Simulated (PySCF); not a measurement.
**Worked example: dipole moment from atomic charges**

Ge(H)(OH)2(NH2) (GeH₅NO₂), SMILES [OH][GeH]([OH])[NH2]. Atoms are numbered in the order given.

```xyz
9

Ge     0.0530     0.0128     0.2747
N     -1.2813    -1.1974    -0.0401
O     -0.3346     1.6570    -0.2918
O      1.4567    -0.4368    -0.7322
H      0.3729     0.0295     1.7747
H     -1.8985    -1.3649     0.7548
H     -1.8546    -0.9918    -0.8592
H      0.2800     1.9086    -1.0000
H      1.3957    -1.3701    -0.9893
```
Charge 0, spin multiplicity 1.

Coordinates come from a TPSSh-D3(BJ)/def2-SVP optimisation. This is a generated structure with no PubChem entry under its InChIKey; it may be hypothetical. The values are those of a single conformer.

Charges (e) from PBE/def2-TZVP run with PySCF:

| atom | IAO | ESP fit |
|---|---|---|
| Ge1 | 1.192 | 0.930 |
| N2 | -0.814 | -1.041 |
| O3 | -0.757 | -0.720 |
| O4 | -0.761 | -0.726 |
| H5 | -0.116 | -0.087 |
| H6 | 0.268 | 0.380 |
| H7 | 0.266 | 0.398 |
| H8 | 0.360 | 0.439 |
| H9 | 0.360 | 0.427 |

The dipole moment of the full density is 1.66 D.

What dipole moment does each set of point charges give, and which comes closer to that of the density?


μ = Σ q r, and 1 e Å = 4.8032 D.
IAO: Σ q r = (-0.191, -0.371, 0.190) e Å, |μ| = 2.20 D.
ESP fit: Σ q r = (-0.207, -0.281, -0.032) e Å, |μ| = 1.68 D.
ESP fit comes closer in size. Point charges leave out the atoms' own dipoles (lone pairs, polarised bonds); fits to the potential absorb them, partitions of the density don't.
